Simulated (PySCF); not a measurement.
# Electron correlation in Ne³⁺ (neon, charge +3)

[He] 2s2 2p3, high-spin 4S determinant. All numbers are calculated (PySCF 2.14, no relativity, point nucleus, in def2-SVP (3s2p1d, 14 functions)). Frozen: 1s2; 5 electrons correlated.

MP2 pair energies summed by pair of shells (mhartree):

```tsv
pair	energy	share (%)
2s-2p	-44.23	69.6
2p-2p	-13.27	20.9
2s-2s	-6.02	9.5
```

Total MP2 correlation energy: -63.52 mhartree.

Same-spin part -14.80 and opposite-spin part -48.72 mhartree; SCS-MP2 scales them by 1/3 and 6/5 to -63.40 mhartree.

| level | correlation energy (mhartree) |
| --- | --- |
| CCSD | -76.31 |
| (T) | -0.26 |
| CCSD(T) | -76.57 |

Diagnostics: T1 = 0.0021, D1 = 0.0039, largest double amplitude 0.031.

Is a single reference adequate?

Yes: T1 lies below 0.03 and no double amplitude reaches 0.07.
